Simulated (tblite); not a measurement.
All values are computed: GFN2-xTB (tblite) harmonic vibrations without scaling, gas phase. Errors from tens to a few hundred cm⁻¹ against measured bands are possible. Modes of hydrogen on boron and silicon can be 10 to 20 % off. One conformer each. Thermal functions are those of the rigid rotor and harmonic oscillator, without mixing of conformers.

Question: Order these by their heat capacity Cp at 200 K, highest first (cal/(mol K)).
A. `F[SiH2]F`
B. `FC(F)C1([C@H]2CN2)CC1`
C. `[SiH3]/N=C/CN[SiH3]`
D. `CC(=O)N[SiH]1C[SiH2]C1`
E. `COBCl`

Answer: D (31.5), C (27.5), B (24.6), E (14.6), A (11.7).

| SMILES | atoms | mass (u) | symmetry number | modes under 300 cm⁻¹ | ZPE (kcal/mol) | S translation (cal/(mol K)) | S rotation | S vibration | S | Cp |
| --- | --- | --- | --- | --- | --- | --- | --- | --- | --- | --- |
| CC(=O)N[SiH]1C[SiH2]C1 | 19 | 145.04 | 1 | 7 | 88.1 | 38.9 | 28.3 | 23.1 | 90.3 | 31.5 |
| [SiH3]/N=C/CN[SiH3] | 16 | 118.04 | 1 | 7 | 69.9 | 38.3 | 27.6 | 18.2 | 84.0 | 27.5 |
| FC(F)C1([C@H]2CN2)CC1 | 18 | 133.07 | 1 | 6 | 89.3 | 38.6 | 27.7 | 15.6 | 81.9 | 24.6 |
| COBCl | 8 | 78.00 | 1 | 2 | 34.3 | 37.0 | 23.8 | 5.6 | 66.4 | 14.6 |
| F[SiH2]F | 5 | 67.99 | 2 | 1 | 13.5 | 36.6 | 20.5 | 1.7 | 58.9 | 11.7 |

Entropies and Cp are for 200 K and 1 bar.
